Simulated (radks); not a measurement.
Values are calculated unless marked as measured or tabulated.
All-electron atom: the copper ion Cu10+ in [Ar] 3d1. Level of theory: Dirac Kohn-Sham, PBEsol, spin-unpolarised, spherical densities, finite nucleus; open shells are shared between the two j in proportion to 2j + 1; Fermi nuclear charge, rms radius 3.8823 fm (a radial shooting solver on a logarithmic mesh with Libxc functionals). Some entries of the table are withheld. Estimate them.

| orbital | occ. | eigenvalue (eV) | r(max) (bohr) |
|---|---|---|---|
| 1s1/2 | 2 | -9117.779 | 0.03413 |
| 2s1/2 | 2 | -1345.054 | (1) |
| 2p1/2 | 2 | -1213.706 | 0.1565 |
| 2p3/2 | 4 | -1193.239 | 0.1592 |
| 3s1/2 | 2 | -361.0872 | 0.5859 |
| 3p1/2 | 2 | -318.9652 | 0.5760 |
| 3p3/2 | 4 | -315.4959 | 0.5822 |
| 3d3/2 | 0.4 | (2) | (3) |
| 3d5/2 | 0.6 | (4) | (5) |

Answer. 
(1) 2s1/2 r(max) (bohr): 0.1968
(2) 3d3/2 eigenvalue (eV): -247.4572
(3) 3d3/2 r(max) (bohr): 0.5051
(4) 3d5/2 eigenvalue (eV): -246.8771
(5) 3d5/2 r(max) (bohr): 0.5067
